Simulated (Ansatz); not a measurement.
Reaction (redistribution): `N[Si](F)([SiH3])S` + `C[O][SnH]([F])[Cl]` → `CO[Si](N)(F)[SiH3]` + `[F][SnH]([SH])[Cl]`

Gas-phase electronic energies from Ansatz, PBE0-D4/def2-TZVP geometries. CCSD(T)/CBS adds triple-zeta CCSD(T) − MP2 to the extrapolated MP2 energy (def2 sets, frozen cores). DFT in def2-TZVPP. Elements past krypton have def2 core potentials. For Sn outer-core shells are correlated without core-valence functions, which leaves a few kJ/mol of doubt a bond. Each species was taken in one conformer, which may not be the lowest.

```
       level  ΔE (kcal/mol)
      r2SCAN          -19.8
HF/CBS(def2)          -23.7
```

(1) What does CCSD(T)/CBS give? (An estimate is asked.)

Largest T1 diagnostic among the species: 0.014.

## Answers

(1) Ansatz gave: -19.4 kcal/mol. The listed levels differ from it by -0.4, -4.3 kcal/mol.

In def2-TZVPP, CCSD(T) changes the Hartree–Fock value by +3.7 kcal/mol (the triples alone add +0.8 kcal/mol) and MP2 by +3.9 kcal/mol. From PBE to PBE0 (25 % exact exchange), in def2-TZVPP and without D4, ΔE moves by −1.7 kcal/mol.
